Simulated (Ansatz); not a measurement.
Molecule: C2H2O, charge 0, multiplicity 1. SMILES: C#CO
Structure (B3LYP-D3(BJ)/def2-TZVP (Ansatz, a quantum-chemistry and plane-wave program) minimum search):
```xyz
5

C      1.3080    -0.1153    -0.1364
C      0.1216    -0.0059    -0.0156
O     -1.1689     0.1846     0.0722
H      2.3584    -0.2191    -0.2392
H     -1.5848    -0.5301     0.5735
```
Charge 0, spin multiplicity 1.

Computed values are from Ansatz. Valence correlation only, unless marked. UHF or UKS for open shells. No spin-orbit coupling. No relativistic terms. Basis-set limits of correlation are two-point, X^-3; Hartree-Fock from the larger set. The bracket is a focal-point correction in the basis named.

| Quantity | Value |
|---|---|
| atomisation energy De | 2080.8 kJ/mol at CCSD(T)/CBS(cc-pVTZ,cc-pVQZ) |
| vertical ionisation energy (to the doublet) | 10.30 eV at RI-MP2/CBS(aug-cc-pVTZ,aug-cc-pVQZ)+[CCSD(T)-MP2]/aug-cc-pVTZ |
| total energy | -152.3752 Eh at CCSD(T)/CBS(cc-pVTZ,cc-pVQZ) |
| dipole moment | 1.61 D at CCSD(T)/aug-cc-pVDZ |
| T1 diagnostic | 0.013 at CCSD/cc-pVQZ |
| measured enthalpy of formation, 298 K | 92.7 kJ/mol (Active Thermochemical Tables 1.112 (ions: stationary electron), as tabulated in the package chemicals) |
